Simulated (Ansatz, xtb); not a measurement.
## Ranking isomers of GaH6OP

3 gas-phase structures of GaH6OP, found in a search over its isomers (lower ones may exist). Each was relaxed with GFN2-xTB:

A. a singlet given by its coordinates
B. `O[PH2+][GaH3-]`, a singlet
C. a singlet given by its coordinates

A (Å):

```yaml
atoms:
  - { symbol: Ga, position_ang: [-0.7757, -1.6098, 0.3023] }
  - { symbol: O, position_ang: [-0.3402, -0.7665, 2.3636] }
  - { symbol: P, position_ang: [0.9368, -1.1565, -1.2009] }
  - { symbol: H, position_ang: [-0.9816, -0.1007, 2.6384] }
  - { symbol: H, position_ang: [-0.3380, -1.4681, 3.0270] }
  - { symbol: H, position_ang: [-0.9735, -3.0296, 0.9802] }
  - { symbol: H, position_ang: [-2.1476, -0.8158, 0.3128] }
  - { symbol: H, position_ang: [1.8875, -1.5631, -0.2636] }
  - { symbol: H, position_ang: [1.0003, 0.1646, -0.7555] }
```

Close contacts (Å): Ga1–O2 2.27, Ga1–P3 2.32, Ga1–H6 1.59, Ga1–H7 1.59, O2–H4 0.96, O2–H5 0.97, P3–H8 1.40, P3–H9 1.40.

C (Å):

```yaml
atoms:
  - { symbol: Ga, position_ang: [-1.1324, -2.1104, 0.6792] }
  - { symbol: O, position_ang: [-0.0015, -2.3716, 1.9585] }
  - { symbol: P, position_ang: [0.2712, 0.0352, 0.2699] }
  - { symbol: H, position_ang: [0.2652, -2.9473, 2.6663] }
  - { symbol: H, position_ang: [-0.9343, -2.9238, -0.6171] }
  - { symbol: H, position_ang: [-2.5016, -1.5151, 1.0730] }
  - { symbol: H, position_ang: [0.4788, 1.1856, -0.4717] }
  - { symbol: H, position_ang: [1.6010, -0.3367, 0.3180] }
  - { symbol: H, position_ang: [0.2810, 0.6659, 1.5000] }
```

Close contacts (Å): Ga1–O2 1.73, Ga1–P3 2.60, Ga1–H5 1.54, Ga1–H6 1.54, O2–H4 0.95, P3–H7 1.38, P3–H8 1.38, P3–H9 1.38.

Estimate their order in r2SCAN-D4/def2-SVP energy at these geometries, lowest first.

Calculated order at r2SCAN-D4/def2-SVP: A (0.0), C (7.8), B (18.3) kcal/mol. CCSD(T)/def2-TZVP after further relaxation puts C lowest instead.

Energies above the lowest of each column, in kcal/mol; the last columns are at B3LYP/6-31G* geometries:

| structure | GFN2-xTB | HF/STO-3G | r2SCAN-D4/def2-SVP | B3LYP/6-31G* | CCSD(T)/def2-TZVP |
| --- | --- | --- | --- | --- | --- |
| A | 18.5 | 0.0 | 0.0 | 1.1 | 2.0 |
| C | 0.0 | 1.5 | 7.8 | 0.0 | 0.0 |
| B | 10.4 | 10.8 | 18.3 | 14.7 | 14.1 |

CCSD(T)/def2-TZVP puts C lowest; HF/STO-3G picks A, r2SCAN-D4/def2-SVP picks A. CCSD(T)/def2-TZVP orders those it was run on as C (0.0), A (2.0), B (14.1) kcal/mol. Some further structures that were screened fall inside this span and aren't listed. Flexible structures stand in one conformer each, not always the lowest.

Programs: Ansatz 0.2.0, xtb 6.7.1 (Pople sets with spherical d functions).
